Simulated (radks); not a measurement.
Values are calculated unless marked as measured or tabulated.
Question: Coherent X-ray form factor from a spherical all-electron density. Level of theory: scalar-relativistic Kohn-Sham, SCAN, spin-unpolarised, spherical densities, finite nucleus; meta-GGA in the generalised Kohn-Sham scheme; Fermi nuclear charge, rms radius of each element as measured or else 0.836 A^(1/3) + 0.57 fm (a radial shooting solver on a logarithmic mesh with Libxc functionals).

sin(theta)/lambda (1/angstrom)  f0 (electrons)
0.05                                    39.589
0.1                                     38.419
0.15                                    36.654
0.2                                     34.516
0.25                                    32.226
0.3                                     29.961
0.4                                     25.940
0.5                                     22.809
0.6                                     20.431
0.8                                     16.885
1                                       13.944
1.25                                    10.814
1.5                                      8.510
2                                        6.092

The species is in the configuration that NIST lists as its ground one. Which atom or ion scatters so?

Answer: The ruthenium ion Ru4+, [Kr] 4d4. Extrapolating in s^2 from the first two rows gives f0(0) = 40.0, near the electron count 40; among species with that count, the fall with angle is slower the higher Z, and the table is that of Z = 44; from so few rows the species is fixed only to a neighbour or two.
